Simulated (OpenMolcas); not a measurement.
A calculation on Os5+.

```yaml
Program: OpenMolcas 26.06
Method: "SS-RASPT2, IPEA 0.25 Eh, imaginary shift 0.1 Eh (closed shells correlated: 5s)"
Basis: ANO-RCC-VQZP [9s8p6d4f3g2h]
Scalar_Hamiltonian: DKH2, point nucleus
Active_space: 9 electrons in 8 orbitals (RAS1 5p, at most 2 holes; RAS2 5d)
State_averaging: 2S+1 = 4 even, 10 roots; 2S+1 = 2 even, 40 roots
Spin-orbit_coupling: state interaction with AMFI integrals over the reference wave functions, term energies averaged over their components
```

Task: Which level of the active space comes out lowest?

Result: 5d3 4F 3/2, with 82 % of that term; it is also the measured ground level.

Task: How high does 5d3 4F 7/2 lie?

Result: 11690 cm-1 above the lowest level; measured 11444 cm-1 above the ground level, so the calculation is off by +2 %.

Task: How high does 5d3 2P 1/2 [67 %] lie?

Result: 29510 cm-1 above the lowest level; measured 28860 cm-1 above the ground level, so the calculation is off by +2 %.

Task: How high does 5d3 4P 5/2 lie?

Result: 25560 cm-1 above the lowest level; measured 24828 cm-1 above the ground level, so the calculation is off by +3 %.

Task: The level at 28730 cm-1 has J = 3/2. What is it made of, and what is its g factor?

Result: 44 % 5d3 2D 3/2(1), 43 % 5d3 4P, 7 % 5d3 4F; g = 1.207, against 0.800 from Landé's formula for the pure leading term.

Measured values: the list in Brasseur, Palmeri and Quinet, Atoms 13, 11 (2025).

CASPT2 breaks the degeneracy within a term, and the mean is taken; among the terms shown or strongly mixed into the levels shown the widest spread is 190 cm-1 (5d3 4F). Active for correlation alone: 5p; no level in the range computed is led by a configuration that opens it, so any true level of that kind is missing. Computed and measured levels are paired by configuration, term and J; levels that our copy of the source lacks, or whose pairing is in doubt (as where it misses far off the trend of its configuration), stay unpaired and out of the deviations. Levels of configurations outside the active space are missing.

A share in square brackets marks a mixed level and gives the weight of the term that names it. A number in round brackets counts repeated terms of one configuration in the order of the reference energies.
